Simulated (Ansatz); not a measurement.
Reaction (ligand exchange at a B–C bond): `N=CBO` + `C=C(N)S` → `C=C(N)SBO` + `C=N`

Computed with Ansatz on PBE0-D4/def2-TZVP structures; ΔE is electronic, products minus reactants. CCSD(T)/CBS adds triple-zeta CCSD(T) − MP2 to the extrapolated MP2 energy (def2 sets, frozen cores). This one scheme is used for every species. DFT in def2-TZVPP. Each species was taken in one conformer, which may not be the lowest.

```csv
level,ΔE (kJ/mol),difference from CCSD(T)/CBS
r2SCAN-D4,-77.4,-2.8
PBE0-D4,-77.0,-2.4
B2PLYP,-72.4,2.2
PBE,-74.2,0.4
r2SCAN,-76.2,-1.6
MP2/def2-TZVPP,-79.7,-5.1
SCS-MP2/def2-TZVPP,-75.0,-0.4
CCSD(T)/def2-TZVPP,-75.7,-1.1
HF/def2-QZVPP,-62.4,12.2
HF/CBS(def2),-62.3,12.3
CCSD(T)/CBS,-74.6,0
```

Largest T1 diagnostic among the species: 0.014.

In def2-TZVPP, CCSD(T) changes the Hartree–Fock value by −12.4 kJ/mol (the triples alone add −3.3 kJ/mol) and MP2 by −16.4 kJ/mol. The D4 term adds −6.2 kJ/mol with B3LYP and −3.5 kJ/mol with PBE0; it sums over pairs of atoms, weighted by their polarisabilities, and B3LYP, whose exchange is more repulsive, gets the larger term.

B3LYP here is the variant with VWN-RPA as its local correlation; programs differ in this.
